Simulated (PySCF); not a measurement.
**MBr for M along group 11**

HF with triple-zeta basis sets in PySCF, for the lowest determinant that a PBE0 search found; no spin–orbit coupling. De refers to high-spin ground-configuration atoms. A positive dipole means M(−)Br(+).

```json
{"M": "Cu", "basis": "x2c-TZVPPall", "reference": "RHF", "state (unpaired electrons)": "singlet (closed shell)", "Re (Å)": "2.282", "ωe (cm⁻¹)": "274", "De (eV)": "n/a", "μ (D)": "-6.52"}
{"M": "Ag", "basis": "x2c-TZVPPall", "reference": "RHF", "state (unpaired electrons)": "singlet (closed shell)", "Re (Å)": "2.499", "ωe (cm⁻¹)": "223", "De (eV)": "n/a", "μ (D)": "-7.26"}
{"M": "Au", "basis": "def2-TZVPP", "reference": "RHF", "state (unpaired electrons)": "singlet (closed shell)", "Re (Å)": "2.423", "ωe (cm⁻¹)": "233", "De (eV)": "n/a", "μ (D)": "-5.54"}
```

The shortest bond is that of CuBr (2.282 Å), the longest that of AgBr (2.499 Å).

The rows differ in basis set, which adds steps of its own.

Down a group the atoms grow and get heavier, so bonds lengthen and wavenumbers fall; the exceptions here are the shorter bond at Au and the higher wavenumber at Au. Relativity and the filled 4f shell contract the atoms of the sixth period.

These are scalar-relativistic numbers at best; spin–orbit coupling would shift them, the dissociation energy most. Hartree–Fock leaves out correlation, which carries a large part of most bond energies and some tenths to 1 eV of ionisation energies.
